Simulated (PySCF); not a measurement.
Mo(O)(NH)(NH2)(Me) (CH6MoN2O), SMILES [NH]=[Mo]([NH2])([CH3])=[O], multiplicity 1.

Coordinates come from a PBE-D3(BJ)/def2-SVP optimisation. The spin state was assumed, not searched. The structure was generated by enumeration; whether it is a known compound was not checked. The def2 effective core potentials stand for the cores of Mo; spin–orbit coupling is left out. One conformer was computed; it need not be the lowest.

Method: PySCF with HF/def2-TZVP.

Estimate the frontier levels, gap, dipole moment and polarisability. (The exact figures need the calculation; the answer reports its results.)


```yaml
highest_occupied_level: -10.96 eV
lowest_empty_level: 1.81 eV
orbital_gap: 12.77 eV
dipole_moment: 2.63 D
quadrupole, principal values (traceless, Buckingham form, about the centre of nuclear charge): -12.48, 2.14, 10.34 D·Å
mean_static_polarisability: 69.1 bohr³ (10.24 Å³)
polarisability_principal_values: 62.6, 69.7, 75.1 bohr³
```
